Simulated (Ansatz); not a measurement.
Input (CCSDT(Q)/cc-pV(D+d)Z; Ansatz, a first-principles code): A basis named .json is the Basis Set Exchange file of that set.

Ansatz 0.2 input:
```yaml
crystal:
  periodic: [false, false, false]
  atoms:
    - {symbol: B, position_ang: [-0.05305298, -0.36552424, -0.62785027]}
    - {symbol: H, position_ang: [-0.31047573, -0.98345510, -1.61242643]}
    - {symbol: P, position_ang: [-0.44506145, 1.47510233, -0.64526320]}
    - {symbol: H, position_ang: [0.08499978, 1.84474762, -1.89971973]}
    - {symbol: H, position_ang: [0.56724840, 2.02005339, 0.17437596]}
    - {symbol: P, position_ang: [0.28078930, -1.35235483, 0.93950250]}
    - {symbol: H, position_ang: [1.22824396, -0.55476878, 1.61754190]}
    - {symbol: H, position_ang: [1.15933064, -2.34016843, 0.44589015]}
basis:
  gaussian:
    orbitals: cc-pV_D+d_Z.json
magnetization: {spin_polarized: false}
correlation: {method: ccsdt_q, electrons: outside_noble_gas}
```

Output:

```
Functional definition: HF
integrals: 0.12 GiB planned
1635 factors; integrals over basis functions are off by at most 1.7e-7 eV
mean field: 0.37 GiB planned
mean field evaluation 1: about -19293.2206 eV, gradient 1.5e1 eV
mean field evaluation 2: about -19293.2738 eV, gradient 1.5e1 eV
mean field evaluation 4: about -19294.6859 eV, gradient 1.7e0 eV
mean field evaluation 8: about -19294.7028 eV, gradient 1.5e-1 eV
mean field evaluation 16: about -19294.6348 eV, gradient 4.6e-1 eV
mean field -19294.70304261 eV, -709.0672583966 hartree, gradient 4.9e-6 eV, S^2 0.000000; 0 other end points of the search recorded, 0 dependent functions left out
11 core orbitals not correlated
reference -19294.70304261 eV, -709.0672583966 hartree; 9, 9 occupied and 65, 65 virtual orbitals, 1635 factors
second order -9.07805300 eV of doubles, -0.00000000 eV of singles
coupled cluster: 2.13 GiB planned
cycle   1  -10.18580415 eV  change    -1.1e0 eV  update   1.1e-1
cycle   2  -10.81962186 eV  change   -6.3e-1 eV  update   4.4e-2
cycle   3  -11.05889262 eV  change   -2.4e-1 eV  update   2.7e-2
cycle   4  -11.04200061 eV  change    1.7e-2 eV  update   9.2e-3
cycle   5  -11.03792273 eV  change    4.1e-3 eV  update   5.2e-3
cycle   6  -11.03970232 eV  change   -1.8e-3 eV  update   1.7e-3
cycle   7  -11.03875428 eV  change    9.5e-4 eV  update   6.8e-4
cycle   8  -11.03895024 eV  change   -2.0e-4 eV  update   2.4e-4
cycle   9  -11.03920525 eV  change   -2.6e-4 eV  update   9.2e-5
cycle  10  -11.03912804 eV  change    7.7e-5 eV  update   4.0e-5
cycle  11  -11.03909416 eV  change    3.4e-5 eV  update   1.9e-5
cycle  12  -11.03909970 eV  change   -5.5e-6 eV  update   7.3e-6
cycle  13  -11.03910668 eV  change   -7.0e-6 eV  update   3.0e-6
cycle  14  -11.03911283 eV  change   -6.1e-6 eV  update   1.3e-6
cycle  15  -11.03911456 eV  change   -1.7e-6 eV  update   5.0e-7
perturbative correction -0.02119566 eV, -0.0007789260 hartree
Total energy: -19305.76335283 eV, -709.4737173002 hartree
```
